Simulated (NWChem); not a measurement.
Species: AlH₂Br; SMILES [Br][AlH2]

```xyz
4

Al     0.0000     0.0000    -1.5521
H      0.0000     1.3999    -2.2840
H      0.0000    -1.3999    -2.2840
Br     0.0000     0.0000     0.7070
```
Atoms are numbered in this order, from 1.

Structure relaxed at the PBE0/def2-SVP level.

Symmetry labels are those of C2v in the frame above (b1 and b2, or b-type labels, depend on it).

List the 6 lowest vertical singlet excitations and the 6 lowest triplet ones from PBE/aug-cc-pVDZ, TDA (NWChem).


| state | energy (eV) | oscillator strength | symmetry | leading excitation (squared amplitude) |
|---|---|---|---|---|
| S1 | 4.51 | 0.000 | a2 | HOMO → LUMO (1.00) |
| S2 | 5.50 | 0.058 | a1 | HOMO−1 → LUMO (0.94) |
| S3 | 5.65 | 0.000 | a2 | HOMO−2 → LUMO (1.00) |
| S4 | 5.97 | 0.009 | b1 | HOMO−3 → LUMO (0.99) |
| S5 | 6.18 | 0.054 | b2 | HOMO → LUMO+1 (0.94) |
| S6 | 6.69 | 0.068 | b1 | HOMO−1 → LUMO+1 (0.98) |
| T1 | 4.28 | spin-forbidden | a2 | HOMO → LUMO (0.98) |
| T2 | 4.77 | spin-forbidden | a1 | HOMO−1 → LUMO (0.99) |
| T3 | 5.26 | spin-forbidden | a2 | HOMO−2 → LUMO (0.98) |
| T4 | 5.51 | spin-forbidden | b1 | HOMO−3 → LUMO (0.98) |
| T5 | 5.71 | spin-forbidden | b2 | HOMO → LUMO+1 (0.97) |
| T6 | 6.31 | spin-forbidden | b1 | HOMO−1 → LUMO+1 (0.97) |
